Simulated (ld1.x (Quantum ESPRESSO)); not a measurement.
**Before and after: TM potential for bismuth**

```json
{
  "Element": "Bi (Z = 83)",
  "Generator": "ld1.x (Quantum ESPRESSO) 7.5",
  "Type": "norm-conserving Troullier–Martins (Kleinman–Bylander form)",
  "Functional": "PBEsol",
  "Relativity": "scalar-relativistic",
  "Frozen core": "[Xe] 4f14 5d10",
  "Valence charge": "5",
  "Reference configuration": "6s2 6p3",
  "Partial waves": "6p (bound): rc 2.25 bohr; 6s (bound): rc 1.80 bohr",
  "Local potential": "the s channel",
  "Core correction": "Bessel-smoothed model core inside 1.35 bohr"
}
```

Change: wave 6p (bound): rc 2.25 bohr becomes 6p (bound): rc 1.46 bohr.

Cutoffs: the cutoffs (Ry, on a coarse ladder) from which the occupation-weighted sum of valence levels, in a spherical-Bessel basis at the reference potential, stays within 10 and 1 mRy of its value at 400 Ry; they do not see the model core or the augmentation charge, which bear on the density cutoff. Errors are all-electron minus pseudo energies relative to the spin-unpolarised reference configuration.

Task: How do hardness, ghosts and transferability respond?

Result: A bound ghost appears in p, which as a rule spoils a file; of the 7 tests that both files solve, the error grows in 5 and shrinks in 1 by more than 15 % and 0.3 meV (median size 64.5 → 74.5 meV).

```csv
quantity,base,changed
"cutoff, loose",25 Ry,200 Ry
"cutoff, tight",50 Ry,over 300 Ry
loose cutoff by channel (10 mRy a level),"p 8 Ry, s 21 Ry","p 160 Ry, s 21 Ry"
bound ghosts,none,p
"error for 6s2 6p2, meV [ΔE 7.95 eV]",-12,-19
"error for 6s2 6p1, meV [ΔE 23.24 eV]",-76,-127
"error for 6s2 6p0, meV [ΔE 46.60 eV]",-267,-440
"error for 6s2 6p3.3, meV [ΔE -1.10 eV]",+0.5,+0.1
"error for 6s1 6p0, meV [ΔE 92.07 eV]",-887,-1129
"error for 6s1 6p3, meV [ΔE 18.81 eV]",-65,-74
"error for 6s1 6p4, meV [ΔE 10.12 eV]",-33,-51
```

 A true bound ghost makes a file unfit for plane-wave use even where its test errors are small: the radial tests pick states by their node count and pass the ghost by.
